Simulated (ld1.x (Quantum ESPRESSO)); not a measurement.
The numbers below are computed, except where a source is named.
# Pseudopotentials across the periodic table

Generated with ld1.x 7.5 (TM, RRKJ, ultrasoft, PAW), atompaw 4.2 or ONCVPSP 4.0.1. The cutoff is in Ry: for ld1.x and atompaw files where the sum of valence levels is converged to 10 mRy in a Bessel basis, for ONCV files where the hardest occupied wave has 1 mHa per electron of residual kinetic energy. The error is the largest all-electron minus pseudo excitation energy over each file’s own four to seven test configurations (ionisations up to +4, promotions, holes and added fractions of an electron), all of which were solved. The labels leave out finer settings (local radius, basis sizes, second energies), which also bear on the numbers. Spin-polarised tests are not counted. The rows are a selection from randomly drawn settings: files with unsolved tests, undetermined cutoffs or missed reference levels are left out.

A true bound ghost makes a file unfit for plane-wave use even where its test errors are small: the radial tests pick states by their node count and pass the ghost by.

| element | potential | cutoff (Ry) | largest error (meV) | bound ghosts |
| --- | --- | --- | --- | --- |
| Si | ultrasoft, PBE, non-relativistic, rc 1.80/2.25/1.90 (spd), local smoothed, core correction no, reference 3s2 3p2 | 10 | +22 | none |
| S | ultrasoft, PBE, scalar-relativistic, rc 1.70/1.58/1.38 (spd), local smoothed, core correction yes, reference 3s1.5 3p4.5 | 18 | +59 | none |
| Ar | TM, PBEsol, scalar-relativistic, rc 1.15/0.95 (sp), local p, core correction yes, reference 3s2 3p4 | 120 | +87 | none |
| Co | TM, PBEsol, scalar-relativistic, rc 2.45/3.30/1.80/2.60 (spdf), local s, core correction no, reference 3d7 4s1 4p1 | 90 | -206 | none |
| Zr | TM, LDA (PZ), scalar-relativistic, rc 2.25/4.20/2.35 (spd), local p, core correction yes, reference 4d2 5s1.5 5p0.5 | 25 | -69 | none |
| Sn | TM, PBE, scalar-relativistic, rc 1.45/2.60 (sp), local s, core correction yes, reference 5s2 5p1 | 45 | -212 | d |

Problem. Fill in the row for Cu: TM semilocal, revPBE, scalar-relativistic, rc 1.95/0.95/1.40 (spd), local s, core correction yes, reference 3p6 3d9 4s0 4p0.

Solution. cutoff 140 Ry, largest error -257 meV, bound ghosts: none.

Problem. Fill in the row for Tc: TM, PBE, fully relativistic, rc 1.95/1.45/2.25 (spd), local smoothed, core correction yes, reference 4p6 4d4 5s0 5p0.

Solution. cutoff 60 Ry, largest error +108 meV, bound ghosts: s.
